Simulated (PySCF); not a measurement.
C₄H₆BNO, SMILES N1=CB(O)C=C1C. Geometry: PBE0-D3(BJ)/def2-SVP. The structure was generated by enumeration, and PubChem lists no compound with its InChIKey, so it may never have been made. Other conformers were not sampled.

Computed with PBE0-D3(BJ)/def2-SVP run with PySCF.

Harmonic wavenumbers (cm⁻¹): 106, 184, 241, 281, 402, 528, 532, 633, 635, 670, 809, 840, 865, 897, 954, 996, 1048, 1116, 1163, 1293, 1305, 1389, 1431, 1435, 1505, 1677, 1707, 3051, 3128, 3156, 3186, 3238, 3895. Rotational constants (GHz): 6.554, 1.967, 1.527; symmetry number 1.

Task: Work out the zero-point energy and the ideal-gas rigid-rotor harmonic-oscillator thermochemistry at 298.15 K and 1 atm.

Result: ZPE = ½ Σ hcν = ½ × 44296 cm⁻¹ = 63.32 kcal/mol. H − E(el) = 68.10 kcal/mol. Entropy in cal/(mol K): translation 39.56, rotation 27.19, vibration 13.41, total 80.16. G − E(el) = 44.20 kcal/mol. Cp = 26.54 cal/(mol K). Modes under 150 cm⁻¹ make the vibrational entropy uncertain.
